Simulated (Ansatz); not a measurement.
Basis sets compared for SiW3. Total charge 0; singlet. Geometry PBE-D4/def2-SVP. Ansatz on 4 threads of Arm Neoverse V2 on a shared host; times are rough, and most runs start from earlier orbitals.

```xyz
4

W     0.741    0.196   -1.225
W     0.936    0.164    1.089
W    -0.950    1.084    0.095
Si   -0.726   -1.444    0.041
```

In the def2 sets W takes a core potential; there is no spin–orbit coupling. The structure comes from a short search, and lower isomers may exist.

```tsv
level	functions	energy (Eh)	HOMO (eV)	LUMO (eV)	wall time
PBE-D4/def2-SVP	114	-490.5814	-4.48	-2.95	1.6 s
PBE-D4/def2-TZVP	157	-490.7126	-4.42	-2.95	2 s
r2SCAN-D4/def2-TZVP	157	-490.7599	-4.50	-2.81	5.5 s
PBE0-D4/def2-SVP	114	-490.3840	-5.18	-2.21	2 s
PBE0-D4/def2-TZVP (with forces)	157	-490.5187	-5.09	-2.20	4.5 s
```

Q: Estimate the rows for PBE-D4/def2-TZVPD, r2SCAN-D4/def2-TZVPD, PBE0-D4/def2-TZVPD.

A: 
| level | functions | energy (Eh) | HOMO (eV) | LUMO (eV) | wall time |
| --- | --- | --- | --- | --- | --- |
| PBE-D4/def2-TZVPD | 172 | -490.7130 | -4.44 | -2.97 | 2.7 s |
| r2SCAN-D4/def2-TZVPD | 172 | -490.7603 | -4.51 | -2.83 | 6 s |
| PBE0-D4/def2-TZVPD | 172 | -490.5191 | -5.11 | -2.23 | 3.3 s |
